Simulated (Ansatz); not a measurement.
Total energies of S-phenyldibenzothiophenium benzoate (C25H18O2S) from Ansatz at PBE-D4/def2-TZVP, gas phase (1 Eh = 27.2114 eV = 2625.5 kJ/mol). The reference geometry is relaxed at r2SCAN-D4/def2-SVP.

```
                state                       geometry  energy (Eh)
     charge 0 singlet                      reference  -1511.04343
     charge 1 doublet                      reference  -1510.78317
    charge -1 doublet                      reference  -1511.07035
    charge -1 doublet  relaxed at r2SCAN-D4/def2-SVP  -1511.08188
free O atom (triplet)                              –    -75.00967
free C atom (triplet)                              –    -37.79597
free H atom (doublet)                              –     -0.49962
free S atom (triplet)                              –   -397.93833
```

Single mean-field runs in def2-TZVP are fitted with def2-universal-jkfit.

Q: Work out the vertical ionisation energy to the doublet.

A: E(charge 1 doublet) − E(charge 0 singlet) = -1510.78317 − (-1511.04343) = 0.26026 Eh = 7.08 eV. For comparison, −ε of the highest occupied level is 4.53 eV at this level, 2.55 eV less.

Q: Work out the vertical electron affinity, to the doublet.

A: E(charge 0 singlet) − E(charge -1 doublet) = -1511.04343 − (-1511.07035) = 0.02692 Eh = 0.73 eV. The basis lacks diffuse functions, which makes affinities too small.

Q: Give the fundamental gap IE − EA, the Mulliken electronegativity (IE + EA)/2 and the hardness (IE − EA)/2.

A: From the values in Eh: IE − EA = 0.26026 − 0.02692 = 0.23334 Eh = 6.35 eV; (IE + EA)/2 = 3.91 eV; (IE − EA)/2 = 3.17 eV. The HOMO–LUMO gap of the same run is 2.03 eV, 4.32 eV smaller than the fundamental gap.

Q: How much does the charge -1 doublet relax, and what is the adiabatic electron affinity?

A: Relaxation: -1511.07035 − (-1511.08188) = 0.01153 Eh = 0.31 eV. Adiabatic electron affinity: 0.03845 Eh = 1.05 eV, without zero-point energy. 

Q: What is the binding energy per atom against free atoms?

A: Atoms: 2 × (-75.00967) + 25 × (-37.79597) + 18 × (-0.49962) + 1 × (-397.93833) = -1501.85008 Eh. Binding: -1501.85008 − (-1511.04343) = 9.19335 Eh = 250.16 eV, or 5.44 eV for each of 46 atoms (no zero-point energy, no counterpoise term).

At PBE-D4/def2-TZVP the gap within one spin of the charge 1 doublet nearly closes, so an electron or hole may be smeared out by delocalisation error. At PBE-D4/def2-TZVP the gap within one spin of the charge -1 doublet nearly closes, so an electron or hole may be smeared out by delocalisation error. At PBE-D4/def2-TZVP the highest occupied level of the charge -1 doublet lies above zero (up to 1.09 eV). By energy differences its removal costs 0.73 eV (vertical, to the charge 0 singlet, at PBE-D4/def2-TZVP); self-interaction error and the lack of diffuse functions both raise the level. At PBE-D4/def2-TZVP the highest occupied level of the relaxed charge -1 doublet lies above zero (up to 0.35 eV). By energy differences its removal costs 1.05 eV (each at its own geometry, to the charge 0 singlet, at PBE-D4/def2-TZVP); self-interaction error and the lack of diffuse functions both raise the level.
